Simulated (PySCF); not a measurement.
C5H9NO.
Atom-mapped SMILES: `[CH3:1][O:2][C@@H:3]1[CH:4]=[N:5][CH2:6][CH2:7]1` (hydrogens: H8, H9, H10 on C1; H11 on C3; H12 on C4; H13, H14 on C6; H15, H16 on C7)

The geometry is computed with GFN2-xTB (gas phase).

Q: Give the optimised bond lengths and angles.

A: 
| bond | length (Å) |
| --- | --- |
| C1–O2 | 1.405 |
| O2–C3 | 1.408 |
| C3–C4 | 1.515 |
| C4=N5 | 1.255 |
| N5–C6 | 1.443 |
| C6–C7 | 1.545 |
| C3–C7 | 1.543 |
| C1–H8 | 1.098 |
| C1–H9, C1–H10 | 1.092 |
| C3–H11 | 1.106 |
| C4–H12 | 1.077 |
| C6–H13 | 1.092 |
| C6–H14 | 1.093 |
| C7–H15 | 1.091 |
| C7–H16 | 1.088 |

Bonds in one row agree within 0.01 Å and their mean is given. A selection of angles:
| angle | degrees |
| --- | --- |
| O2–C1–H8 | 111.1 |
| O2–C1–H10 | 106.4 |
| H8–C1–H9 | 108.7 |
| C1–O2–C3 | 113.8 |
| O2–C3–C4 | 110.4 |
| O2–C3–C7 | 115.2 |
| O2–C3–H11 | 109.4 |
| C4–C3–C7 | 101.1 |
| C4–C3–H11 | 108.9 |
| C7–C3–H11 | 111.4 |
| C3–C4–N5 | 116.0 |
| C3–C4–H12 | 121.9 |
| N5–C4–H12 | 122.0 |
| C4–N5–C6 | 110.4 |
| N5–C6–C7 | 107.1 |
| N5–C6–H13 | 108.5 |
| N5–C6–H14 | 107.9 |
| C7–C6–H13 | 113.3 |
| C7–C6–H14 | 112.1 |
| H13–C6–H14 | 107.8 |
| C6–C7–H15 | 110.3 |
| C6–C7–H16 | 112.1 |
| C3–C7–C6 | 103.5 |
| C3–C7–H15 | 108.8 |
| C3–C7–H16 | 112.9 |
| H15–C7–H16 | 109.2 |

Torsions: C1–O2–C3–C4 -170° (antiperiplanar); O2–C3–C4–N5 -131° (anticlinal); C3–C4–N5–C6 1° (synperiplanar); C4–N5–C6–C7 8° (synperiplanar); N5–C6–C7–C3 -13° (synperiplanar); O2–C3–C7–C6 131° (anticlinal).

The 5-membered ring C3–C4–N5–C6–C7 has internal angles of 101.1° to 116.0°; it is slightly puckered (a soft mode that the optimisation may not have finished), 0.06 Å rms from its mean plane, widest ring torsion 13°. Of the pairs four or more bonds apart, C7···H9 is among the closest relative to their van der Waals radii: 2.83 Å, 98 % of the sum of Bondi's values. The C–C distances run from 1.515 Å (C3–C4, drawn single) to 1.545 Å (C6–C7, drawn single), a spread of 0.030 Å. The 2 C–N bonds span 1.255 Å (C4=N5, drawn double) to 1.443 Å (N5–C6, drawn single), a spread of 0.188 Å.

Point group: C1 (no symmetry element, even within 0.4 Å). GFN2-xTB frequencies: not computed here. The numbers are those of one conformer.
